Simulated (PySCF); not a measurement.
**Diatomics of K with the halogens**

PBE with triple-zeta basis sets in PySCF, for the lowest determinant that a PBE0 search found; no spin–orbit coupling. De refers to high-spin ground-configuration atoms. A positive dipole means M(−)K(+).

```json
{"M": "F", "basis": "x2c-TZVPPall", "state (unpaired electrons)": "singlet (closed shell)", "Re (Å)": "2.198", "ωe (cm⁻¹)": "415", "De (eV)": "5.04", "μ (D)": "8.22"}
{"M": "Cl", "basis": "def2-TZVPP", "state (unpaired electrons)": "singlet (closed shell)", "Re (Å)": "2.689", "ωe (cm⁻¹)": "272", "De (eV)": "4.23", "μ (D)": "9.84"}
{"M": "Br", "basis": "def2-TZVPP", "state (unpaired electrons)": "singlet (closed shell)", "Re (Å)": "2.854", "ωe (cm⁻¹)": "212", "De (eV)": "3.88", "μ (D)": "10.27"}
{"M": "I", "basis": "def2-TZVPP", "state (unpaired electrons)": "singlet (closed shell)", "Re (Å)": "3.077", "ωe (cm⁻¹)": "179", "De (eV)": "3.39", "μ (D)": "10.67"}
```

The shortest bond is that of KF (2.198 Å), the longest that of KI (3.077 Å). KF is bound most strongly (5.04 eV) and KI least (3.39 eV).

The rows differ in basis set, which adds steps of its own.

Down a group the atoms grow and get heavier, so bonds lengthen and wavenumbers fall; this series shows no clear exception.

Spin–orbit coupling is left out, which matters for elements this heavy, above all for dissociation energies.
